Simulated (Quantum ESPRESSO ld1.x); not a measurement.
Task: Species: O. Configuration: [He] 2s2 2p3 3d1 (not the ground configuration). Calculated with ld1.x of Quantum ESPRESSO 7.5: Dirac Kohn-Sham, Slater X-alpha with alpha = 1, spin-unpolarised, spherical densities, point nucleus; open shells fill j = l - 1/2 first.

Spin-orbit splittings of the eigenvalues, e(l+1/2) - e(l-1/2), with zeta = 2 splitting/(2l+1) and mean radii in bohr:

| shell | occ. | splitting (eV) | zeta (eV) | <r> j=l-1/2 | <r> j=l+1/2 |
|---|---|---|---|---|---|
| 2p | 3 | 0.05178 | 0.03452 | 1.039 | 1.041 |
| 3d | 1 | ? | ? | 9.657 | 9.658 |

Estimate the 3d splitting.

Result: 0.00001263 eV (zeta = 5.050e-06 eV).
